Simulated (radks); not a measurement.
All-electron atom: As2+ in [Ar] 3d10 4s2 4p1.

All-electron calculation, scalar-relativistic Kohn-Sham, BLYP, spin-polarised, spherical densities, finite nucleus; open shells are filled with parallel spins first; Fermi nuclear charge, rms radius 4.0968 fm. Program: a radial shooting solver on a logarithmic mesh with Libxc functionals.

Energy parts (eV):
part                       energy
total                  -61503.913
kinetic                 62691.654
electron-nucleus      -147585.622
Hartree                 25661.583
exchange-correlation    -2271.527

Orbitals (lengths in bohr, moments of r in powers of bohr; <r^-3> diverges for s and p1/2):
orbital  occ.  eigenvalue (eV)  <r^-3>
1s up       1        -11743.96       -
1s down     1        -11743.90       -
2s up       1        -1508.388       -
2s down     1        -1508.363       -
2p up       3        -1325.600    1107
2p down     3        -1325.551    1107
3s up       1        -211.3000       -
3s down     1        -211.2277       -
3p up       3        -154.7829   153.6
3p down     3        -154.6997   153.6
3d up       5         -61.8256   16.97
3d down     5         -61.6969   17.01
4s up       1         -33.8716       -
4s down     1         -32.8967       -
4p up       1         -23.0829   12.43
4p down     0         -22.1077   12.36

The highest occupied level is 4p up at -23.083 eV. The density falls to 0.001 e/bohr^3 at r = 3.56 bohr.
